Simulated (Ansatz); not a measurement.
(H2In-mu-F)2 (In2H4F2) was relaxed with B3LYP-D4 (def2-SVP, def2-SVPD) in Ansatz in these states: charge -1 doublet, neutral singlet. The geometries follow in no particular order.

In the def2 sets In takes a core potential; there is no spin–orbit coupling.

A:

```xyz
8

In   -2.507    0.200   -0.385
H    -2.963   -1.394    0.311
H    -2.442    0.300   -2.179
F    -0.320    0.118    0.014
In    1.788    0.055    0.395
H     2.463    0.510   -1.144
H     1.963   -1.419    1.304
F     2.017    1.630    1.683
```

B:

Cartesian coordinates in Å:
```
In 0.375 -0.766 -1.472
H -0.414 0.049 -2.754
H 1.415 -2.089 -1.155
F -1.058 -0.788 0.141
In -0.375 0.765 1.472
H 0.423 -0.062 2.742
H -1.415 2.093 1.175
F 1.049 0.798 -0.148
```

Judge from the bond lengths which geometry belongs to which state (an estimate).

A is the charge -1 doublet (In1–F8 5.176 Å, In1–In5 4.368 Å, In5–F8 2.048 Å); B is the neutral singlet (In1–F8 2.157 Å, In1–In5 3.402 Å, In5–F8 2.157 Å).
